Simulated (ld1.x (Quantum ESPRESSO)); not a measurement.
Configuration tests for iodine (TM)

I (Z = 53), norm-conserving Troullier–Martins (Kleinman–Bylander form), made with ld1.x (Quantum ESPRESSO) 7.5 (PBE, non-relativistic). Core [Kr], reference 4d10 5s2 5p5. Waves: 5p (bound): rc 2.25 bohr; 4d (bound): rc 1.45 bohr; 5s (bound): rc 1.65 bohr. Local part: the s channel. Core correction: Bessel-smoothed model core inside 1.20 bohr.

Energies are relative to the spin-unpolarised reference configuration 4d10 5s2 5p5; without spin polarisation the order of configurations can differ from experiment.

```
valence configuration  charge  ΔE all-electron (eV)  error AE − PS (meV)
         4d10 5s2 5p4      +1                11.169                 +1.9
         4d10 5s2 5p2      +3                60.199                  +26
          4d9 5s2 5p5      +1                60.740                 -496
          4d9 5s2 5p6       0                48.326                 -572
         4d10 5s1 5p5      +1                20.589                 +2.9
         4d10 5s1 5p6       0                 8.935                 -1.9
```

Task: What are ΔE and the potential's error for 4d10 5s2 5p3?

Result: ΔE = 30.986 eV all-electron; the error (AE − PS) is +9.6 meV.

Levels in the configuration 4d10 5s2 5p4:

```
level  all-electron (eV)  pseudo (eV)
   4d            -62.152      -62.082
   5s            -24.719      -24.712
   5p            -15.353      -15.349
```
